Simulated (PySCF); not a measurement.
C2H8O2Si. Atoms are numbered in the order given.

```xyz
13

Si     0.5008     0.1954     0.2789
O      0.4687     1.2902    -0.9780
O      1.8332    -0.7995     0.2288
C     -0.9820    -0.9055     0.0824
C     -2.3109    -0.1562     0.0490
H      0.5108     0.9732     1.5621
H      0.9022     2.1360    -0.8420
H      2.6903    -0.4081     0.4151
H     -0.8287    -1.4754    -0.8509
H     -0.9630    -1.6525     0.8944
H     -3.1623    -0.8384    -0.0996
H     -2.3259     0.5824    -0.7670
H     -2.4917     0.3914     0.9882
```
Charge 0, spin multiplicity 1.

Coordinates come from a PBE0-D3(BJ)/def2-SVP optimisation. Other conformers were not sampled.

Level of theory: PBE0/pcSseg-1 in PySCF.

GIAO shieldings, no solvent; atoms listed in one row are averaged. δ = σ(ref) − σ: ²⁹Si against TMS (σ = 352.7 ppm); ¹⁷O against H2O (σ = 334.2 ppm); ¹³C against TMS (σ = 186.3 ppm); ¹H against TMS (σ = 31.56 ppm), references at their B3LYP-D3(BJ)/def2-TZVP geometries, non-relativistic.

| nucleus | atoms | count | δ (ppm) |
|---|---|---|---|
| ²⁹Si | Si1 | 1 | -8.5 |
| ¹⁷O | O3 | 1 | 67.2 |
| ¹⁷O | O2 | 1 | 64.2 |
| ¹³C | C4 | 1 | 9.4 |
| ¹³C | C5 | 1 | 9.3 |
| ¹H | H6 | 1 | 5.28 |
| ¹H | H7 | 1 | 2.05 |
| ¹H | H8 | 1 | 1.94 |
| ¹H | H11, H12, H13 | 3 | 1.30 |
| ¹H | H9 | 1 | 1.08 |
| ¹H | H10 | 1 | 0.78 |
